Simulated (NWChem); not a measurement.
GeHSI, singlet; SMILES [SH][Ge][I]

```xyz
4

Ge     0.7970    -1.0641     0.0000
I     -0.1091     1.3353     0.0000
S     -1.1924    -2.0870     0.0000
H     -0.6442    -3.3261     0.0000
```
Atoms are numbered in this order, from 1.

Computed with NWChem. Low-valent species are run as closed-shell singlets; no triplet was tried in these runs. Geometry: optimised at PBE0/def2-SVP. def2 effective core potentials on I; no spin-orbit coupling. Hybrids' shares of exact exchange are those that their runs print; pure functionals count as 0. The functionals differ in more than this share.

```csv
row,share of exact exchange,orbital gap (eV)
PBE/def2-SVP,0.00,2.61
KT2/def2-SVP,0.00,2.61
B3LYP/def2-SVP,0.20,withheld
PW6B95/def2-SVP,0.28,4.41
BHandHLYP/def2-SVP,0.50,5.95
```

Problem. Fit a straight line of the last column on the one before it, predict the withheld value, and compare with the run.

Solution. 
1. Means of the 4 shown rows: x = 0.195, y = 3.895. Slope Σ(x − x̄)(y − ȳ)/Σ(x − x̄)² = 1.172/0.1763 = 6.646; intercept 2.599.
2. The shown rows scatter about the line by 0.030 (root mean square); the largest residual is -0.05, at PW6B95/def2-SVP.
3. At x = 0.20 (B3LYP/def2-SVP; inside the shown range) the line gives 3.93.
4. The run gives 3.91, -0.02 from the line, 0.7 times the scatter.
